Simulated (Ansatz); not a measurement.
Geometry optimisation, RKS PBE0/def2-SVP in Ansatz.

Input file:

```yaml
crystal:
  periodic: [false, false, false]
  atoms:
    - { symbol: Si, position_ang: [-0.868681, 0.248585, 0.421453] }
    - { symbol: Br, position_ang: [1.448017, -2.529013, 0.289838] }
    - { symbol: H, position_ang: [-1.535965, -1.029043, -0.009402] }
    - { symbol: H, position_ang: [-1.92216, 1.274042, 0.677042] }
    - { symbol: O, position_ang: [-0.019315, 0.107533, 1.840493] }
    - { symbol: H, position_ang: [1.769002, -1.448895, -0.668228] }
    - { symbol: P, position_ang: [0.483447, 0.829559, -1.225742] }
    - { symbol: H, position_ang: [0.621266, -0.614785, 1.855944] }
    - { symbol: H, position_ang: [0.5445, 2.225543, -0.953748] }
    - { symbol: H, position_ang: [-0.520211, 0.936475, -2.227752] }
basis:
  gaussian: { orbitals: def2-SVP }
hamiltonian:
  xc: pbe0
relax:
  f_tol: 0.03
  max_steps: 50
```

Command:

```bash
$ ansatz run input.yaml --threads 2 --pin off --max-ram 3072MiB --backend cpu --events-out ev --progress --plain --runs-dir out
```

Question: Where does it end, and by what steps?

Answer: The run converged. After 11 steps the energy has fallen by 0.125 eV; Br2 moved furthest, 0.72 Å.

```csv
step,energy less start (eV),largest force component (eV/Å),accepted
0,0.0000,0.844,yes
1,-0.0703,0.263,yes
2,-0.0838,0.125,yes
3,-0.0945,0.138,yes
4,-0.1115,0.168,yes
5,-0.1169,0.172,yes
6,-0.1194,0.185,yes
7,-0.1220,0.146,yes
8,-0.1220,0.132,yes
9,-0.1241,0.043,yes
10,-0.1244,0.034,yes
11,-0.1245,0.015,yes
```

```xyz
10
Properties=species:S:1:pos:R:3
Si -1.025 0.304 0.472
Br 2.129 -2.305 0.314
H -1.963 -0.770 0.021
H -1.787 1.536 0.807
O -0.155 -0.098 1.823
H 1.758 -1.281 -0.642
P 0.404 0.604 -1.275
H 0.455 -0.845 1.740
H 0.766 1.954 -1.000
H -0.582 0.901 -2.260
```

The run took 33 s on 2 threads of Arm Neoverse V2, on a shared host, peak memory 0.27 GiB.
